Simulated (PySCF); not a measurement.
C4H7O2S, SMILES O=S1(=O)[CH]CCC1, doublet, B3LYP/def2-SVP optimised geometry.

```
14

O      1.79     0.39     2.36
S      1.36    -0.31     1.13
O      2.29    -1.23     0.47
C      0.69     0.86     0.00
C     -0.80     0.86     0.00
C     -1.26     0.06     1.24
C     -0.27    -1.09     1.44
H      1.36     1.49    -0.59
H     -1.21     1.89     0.00
H     -1.18     0.39    -0.93
H     -1.24     0.71     2.13
H     -2.29    -0.32     1.12
H     -0.37    -1.89     0.69
H     -0.24    -1.51     2.45
```

Density from unrestricted B3LYP/def2-TZVP (PySCF) at that geometry.

Minimum of the electron density along straight lines between bonded atoms, close to the bond critical point (lines longer than 1.1 times the sum of covalent radii, or with two minima, are not listed):

```tsv
bond	length / Å	ρ at the minimum / e bohr⁻³	∇²ρ there / e bohr⁻⁵	position (fraction from the first atom)
O1–S2	1.473	0.293	0.59	0.60
S2–O3	1.468	0.295	0.63	0.40
S2–C4	1.764	?	-0.48	0.53
C4–C5	1.489	0.263	?	0.52
C5–C6	1.552	0.236	?	0.50
S2–C7	1.833	0.193	-0.36	0.55
C6–C7	1.529	0.245	-0.60	0.49
C4–H8	1.091	0.279	-0.97	0.66
C5–H9	1.104	0.273	-0.93	0.64
C5–H10	1.110	0.268	-0.89	0.64
C6–H11	1.101	0.278	-0.95	0.64
C6–H12	1.100	0.276	-0.94	0.64
C7–H13	1.100	0.276	-0.94	0.65
C7–H14	1.098	0.277	-0.96	0.65
```

**Question.** Complete the blanks.

**Answer.** 
- S2–C4, ρ at the minimum / e bohr⁻³: 0.218
- C4–C5, ∇²ρ there / e bohr⁻⁵: -0.68
- C5–C6, ∇²ρ there / e bohr⁻⁵: -0.56
